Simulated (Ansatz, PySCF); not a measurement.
In(Cl)3 anion (Cl₃In), SMILES [Cl][In]([Cl])[Cl] (connectivity only; charge and spin as stated), charge -1, multiplicity 2. Atoms are numbered in the order given.

```xyz
4

In     0.0000    -0.0001     0.4251
Cl     2.0516    -1.1843    -0.4424
Cl    -2.0516    -1.1843    -0.4424
Cl     0.0000     2.3687    -0.4424
```
Charge -1, spin multiplicity 2.

Geometry optimised at B3LYP-D3(BJ)/def2-SVPD. The multiplicity is an assumed one; other spin states were not compared. The isomer is the one that the SMILES or the coordinates give; other isomers of the formula were not compared. The def2 effective core potentials stand for the cores of In; spin–orbit coupling is left out.

Two levels are set side by side: PBE-D3(BJ)/def2-SVPD (Ansatz, a quantum-chemistry and plane-wave program) and B3LYP-D3(BJ)/def2-SVPD (Ansatz). Each level has its own optimised geometry; the coordinates shown are those of the second. Frequencies come from the Hessian of PySCF at each geometry. Differences are taken from unrounded values.

```json
[
 {"quantity": "mean bond length (Å)", "B3LYP-D3(BJ)": "2.523"},
 {"quantity": "bond In1–Cl2 (Å)", "B3LYP-D3(BJ)": "2.523"},
 {"quantity": "bond In1–Cl3 (Å)", "B3LYP-D3(BJ)": "2.523"},
 {"quantity": "bond In1–Cl4 (Å)", "B3LYP-D3(BJ)": "2.523"},
 {"quantity": "highest harmonic wavenumber (cm⁻¹)", "B3LYP-D3(BJ)": "262"},
 {"quantity": "mean harmonic wavenumber (cm⁻¹)", "B3LYP-D3(BJ)": "167"},
 {"quantity": "zero-point energy (kcal/mol)", "B3LYP-D3(BJ)": "1.43"}
]
```

Task: What does PBE-D3(BJ) give, and how far is it from B3LYP-D3(BJ)? (An estimate is asked for; the answer gives what the named calculation found.)

Result: 
| quantity | PBE-D3(BJ) | PBE-D3(BJ) minus B3LYP-D3(BJ) |
|---|---|---|
| mean bond length (Å) | 2.527 | 0.004 |
| bond In1–Cl2 (Å) | 2.527 | 0.004 |
| bond In1–Cl3 (Å) | 2.527 | 0.004 |
| bond In1–Cl4 (Å) | 2.527 | 0.004 |
| highest harmonic wavenumber (cm⁻¹) | 258 | -3 |
| mean harmonic wavenumber (cm⁻¹) | 163 | -4 |
| zero-point energy (kcal/mol) | 1.40 | -0.04 |
